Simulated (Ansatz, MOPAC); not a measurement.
Species: CH$_{5}$OSi, charge 0, multiplicity 2. SMILES: CO[SiH2]

Atoms: C1, O2, Si3, H4, H5, H6, H7, H8. Bonds: C1-O2, C1-H4, C1-H5, C1-H6, O2-Si3, Si3-H7, Si3-H8.

Bond lengths (Å) and angles (degrees) optimised at PM3 with MOPAC; MNDO with MOPAC; HF/3-21G with Ansatz (a quantum-chemistry and plane-wave program); PBE/6-31G* with Ansatz; B3LYP/LANL2DZ with Ansatz; B3LYP/6-31G* with Ansatz, each started from the B3LYP-D3(BJ)/def2-TZVP structure (Ansatz) of the last column. A row stands for all coordinates that are equal there; 12 of 16 kinds are shown. 6-31G* holds six Cartesian d functions. No wavenumbers were computed at MNDO, PBE/6-31G*, B3LYP/LANL2DZ, so these may be saddle points.

| coordinate | PM3 | MNDO | HF/3-21G | PBE/6-31G* | B3LYP/LANL2DZ | B3LYP/6-31G* | B3LYP-D3(BJ)/def2-TZVP |
|---|---|---|---|---|---|---|---|
| C1-O2 | 1.389 | 1.367 | 1.429 | 1.426 | 1.448 | 1.420 | 1.419 |
| C1-H4 | 1.098 | 1.122 | 1.085 | 1.108 | 1.101 | 1.099 | 1.094 |
| C1-H5 | 1.097 | 1.122 | 1.085 | 1.106 | 1.099 | 1.098 | 1.093 |
| C1-H6 | 1.095 | 1.118 | 1.079 | 1.102 | 1.094 | 1.094 | 1.090 |
| O2-Si3 | 1.683 | 1.650 | 1.676 | 1.683 | 1.710 | 1.667 | 1.650 |
| Si3-H7 | 1.494 | 1.380 | 1.495 | 1.518 | 1.502 | 1.504 | 1.496 |
| Si3-H8 | 1.492 | 1.377 | 1.483 | 1.505 | 1.488 | 1.492 | 1.486 |
| C1-O2-Si3 | 117.6 | 130.2 | 130.4 | 121.2 | 128.7 | 123.5 | 124.9 |
| O2-C1-H4 | 112.4 | 112.3 | 111.5 | 112.2 | 111.6 | 111.9 | 111.4 |
| O2-C1-H5 | 110.9 | 112.2 | 111.4 | 111.2 | 110.7 | 111.1 | 110.8 |
| O2-C1-H6 | 105.3 | 109.6 | 107.8 | 107.7 | 107.1 | 107.9 | 108.0 |
| O2-Si3-H7 | 115.6 | 111.8 | 112.4 | 110.0 | 109.9 | 110.3 | 109.7 |

Mean signed difference of all 7 bond lengths from B3LYP-D3(BJ)/def2-TZVP: PM3 0.003 Å, MNDO -0.027 Å, HF/3-21G 0.001 Å, PBE/6-31G* 0.017 Å, B3LYP/LANL2DZ 0.016 Å, B3LYP/6-31G* 0.006 Å.
